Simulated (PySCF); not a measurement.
**Magnetisability: `InChI=1S/C7H5N3/c1-3-6-5-8-7(4-2)10-9-6/h2-3,5H,1H2`**

Cartesian coordinates in Å; atom numbers follow the order of the lines, from 1:
```xyz
15

C     4.169    1.215    0.058
C     3.030    0.837    0.075
C     1.687    0.390    0.097
N     1.463   -0.931    0.007
C     0.205   -1.297    0.031
C    -0.829   -0.347    0.143
C    -2.230   -0.728    0.172
C    -3.217    0.154    0.276
N    -0.506    0.946    0.227
N     0.731    1.312    0.204
H     5.165    1.548    0.043
H     0.003   -2.359   -0.039
H    -2.423   -1.790    0.102
H    -3.003    1.207    0.343
H    -4.250   -0.149    0.297
```

Method: GIAO OLYP/6-311G** magnetisability, rotational g tensor and spin-rotation constants, non-relativistic, gas phase (PySCF). Geometry: GFN2-xTB.

(1) What are the magnetisability and the molar susceptibility?

(2) Split it along the inertial axes a, b, c into diamagnetic and paramagnetic parts about the centre of mass, with the quadrupole moment.

(3) And the rotational g tensor?

## Answers

(1) Isotropic -1040 × 10⁻³⁰ J/T², or -62.6 × 10⁻⁶ cm³/mol; principal values -1723, -771, -626 × 10⁻³⁰ J/T², anisotropy 1033 × 10⁻³⁰ J/T² (root of half the summed squared differences of the principal values). The susceptibility is in cgs units.

(2) 
| axis | χ (10⁻⁶ cm³/mol) | diamagnetic (10⁻⁶ cm³/mol) | paramagnetic (10⁻⁶ cm³/mol) | summed x² of all electrons (Å²) | quadrupole Θ (D Å) |
| --- | --- | --- | --- | --- | --- |
| a | -38.8 | -329.5 | 290.7 | 364.2 | +17.12 |
| b | -45.3 | -1595.8 | 1550.5 | 65.7 | -10.00 |
| c | -103.8 | -1823.9 | 1720.1 | 11.9 | -7.12 |

Anisotropies 2χaa − χbb − χcc = +71.6 and 2χbb − χaa − χcc = +51.9 × 10⁻⁶ cm³/mol. Θ is traceless in Buckingham's convention.

(3) 
```
axis  rotational constant (GHz)        g  nuclear part  electronic part
   a                     5.2765  -0.1594        0.5612          -0.7206
   b                     0.7830  -0.0154        0.5550          -0.5704
   c                     0.6819  +0.0048        0.5558          -0.5510
```
Asymmetric top; isotopes 12C, 1H, 14N; no vibrational averaging.
